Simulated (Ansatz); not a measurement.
Species: H5AlS2Si, SMILES `[SiH3][Al]([SH])[SH]` (S–Al–S–H torsion -179°, S–Al–S–H torsion -1°) (charge 0, multiplicity 1), formula H5AlS2Si.

Q: How many basis functions does Ansatz (a quantum-chemistry and plane-wave program) with frozen-core CCSD(T)/cc-pVTZ // PBE0-D3(BJ)/def2-TZVP use, how many core orbitals are frozen, and how many electrons are correlated?

A: 206 basis functions and 20 frozen orbitals, which leaves 24 correlated electrons. Core time is of the order of minutes.
